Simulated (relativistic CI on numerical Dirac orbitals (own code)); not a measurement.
**Ho2+: M4,5 absorption edge**

Computed with this model: Dirac-Coulomb-Breit CI, KLI orbitals optimised for each configuration, a model potential for QED, valence Slater integrals scaled by 0.8, multiplet model of core-to-valence dipole absorption; configurations [Xe] 4f11 → [Ar] 3d9 4s2 4p6 4d10 4f12 5s2 5p6; 300 K; Lorentzian 0.36 eV and Gaussian 0.4 eV FWHM. Energies are those of the free ion, without screening or charge transfer. The branching ratio is the share of the lower-energy edge in the whole absorption, uncertain by about 0.02 where the edges overlap. S is read from ⟨S²⟩ = S(S + 1).

free ion: ground-state S = 1.48, centroid 1351.44 eV, branching ratio 0.927. Peaks (eV, height): 1347.0 (56), 1349.0 (100), 1351.0 (19), 1386.8 (9).

The statistical ratio of this edge is 3/5 = 0.600. Values above it arise where the holes sit mainly in the j = l + 1/2 valence subshell or the ground state has high spin; values below it where core-valence Coulomb terms move weight to the upper edge, as in nearly empty shells.

Strongest unbroadened transitions for free ion:

| Energy (eV) | Relative strength |
| --- | --- |
| 1346.19 | 5.0 |
| 1346.61 | 0.1 |
| 1346.96 | 55.0 |
| 1347.54 | 0.1 |
| 1348.30 | 4.8 |
| 1349.04 | 100.0 |
| 1349.97 | 1.4 |
| 1351.05 | 18.2 |
| 1352.51 | 1.8 |
| 1352.76 | 2.0 |
| 1386.47 | 3.9 |
| 1386.85 | 6.9 |
| 1387.75 | 3.7 |
| 1390.26 | 0.2 |
| 1390.65 | 0.2 |
